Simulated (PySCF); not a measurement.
Compound: C₅H₁₁OSi (doublet state).
Cartesian coordinates in Å at the GFN2-xTB level; atoms count from 1:
```
atom  x, y, z in Å
C1    -2.382   -0.337   -0.041
C2    -0.997   -0.128   -0.641
C3     0.007   -1.200   -0.137
C4     1.373   -0.912   -0.625
C5     2.090    0.211   -0.018
Si6    0.955    1.730   -0.417
O7    -0.556    1.159   -0.297
H8    -2.330   -0.257    1.042
H9    -3.063    0.425   -0.412
H10   -2.763   -1.319   -0.309
H11   -1.055   -0.193   -1.737
H12   -0.015   -1.168    0.956
H13   -0.343   -2.176   -0.474
H14    1.624   -1.211   -1.630
H15    2.140    0.108    1.067
H16    3.098    0.320   -0.408
H17    1.265    2.170   -1.780
H18    0.942    2.786    0.583
```

The hyperfine couplings belong to this conformer and change with its torsions.

Identity: `C[C@@H]1C[CH]C[SiH2]O1` [radical].

Method used: UKS B3LYP, pcH-1 on C H O Si, non-relativistic, mean-field spin-orbit, GIAO in PySCF 2.14.0. Geometry: GFN2-xTB, one conformer, isolated molecule. A GFN2-xTB geometry isn't a minimum of the functional, and hyperfine couplings can be far from their values at a DFT geometry. The SCF solution wasn't tested for stability.

Problem. Break the g tensor into its mass correction, gauge correction and orbital-Zeeman/spin–orbit terms.

Solution. 
```csv
Δg (ppm),1,2,3
relativistic mass correction,-153,-153,-153
gauge correction,1,27,29
orbital Zeeman/spin–orbit,52,528,1597
total,-99,402,1474
```

So g = 2.00222, 2.00272, 2.00379 and g_iso = 2.00291; the tensor is rhombic: the two nearest values differ by 32 % of g3 − g1. Axes: g3 points within 12° of the C4–H14 bond.

Problem. What effective moment and Curie constant follow for a powder?

Solution. With the mean of g² = 4.0117 and S(S+1) = 0.75: μ_eff = √(⟨g²⟩S(S+1)) = 1.735 μB and χT = 0.12505·⟨g²⟩·S(S+1) = 0.376 cm³ K/mol (cgs; spin-Hamiltonian part alone).

Problem. At 9.709 GHz, how far is the centre of the isotropic spectrum from where a free electron (g = 2.002319) resonates?

Solution. B = hν/(g μB) with μB/h = 13.99624 MHz/mT gives 346.44 mT for the free electron and 346.34 mT at g_iso, 0.10 mT lower.

Problem. What are the electron Larmor frequencies g μB B/h along the three axes at 330 mT?

Solution. 9.2478, 9.2501, 9.2550 GHz for g1, g2 and g3, a range of 7.3 MHz.

Problem. In a frozen sample, at which fields do the three g values resonate at 9.5, 34, 94 and 263 GHz (hyperfine left aside), and which band first spreads them over more than twice a line width of 0.5 mT?

Solution. 
| band | GHz | B(g3) mT | B(g2) mT | B(g1) mT | spread mT |
| --- | --- | --- | --- | --- | --- |
| X | 9.5 | 338.73 | 338.92 | 339.00 | 0.27 |
| Q | 34.0 | 1212.31 | 1212.96 | 1213.26 | 0.95 |
| W | 94.0 | 3351.69 | 3353.48 | 3354.32 | 2.63 |
| J | 263.0 | 9377.59 | 9382.61 | 9384.96 | 7.37 |

The spread grows in proportion to the frequency. W band is the first where it exceeds 1.0 mT.

The largest Mulliken spin populations are on C4 (+0.94), C3 (-0.07) and Si6 (+0.07). No atom but C4 exceeds +0.15. The positive populations add up to 1.17 and the negative ones to -0.17, together 2S = 1. The angles at C4 add up to 354.7°, so it is nearly planar; its axial dipolar tensor and the negative coupling of its proton fit spin in a p orbital normal to that plane.

The HOMO–LUMO gaps are 5.63 eV among the α and 6.24 eV among the β orbitals.

The run took 89 s (with the writing of density and orbital grids) on one thread of an Arm Neoverse V2, shared host with 96 logical CPUs at a one-minute load of 26, and the process peaked at 0.97 GiB of memory.
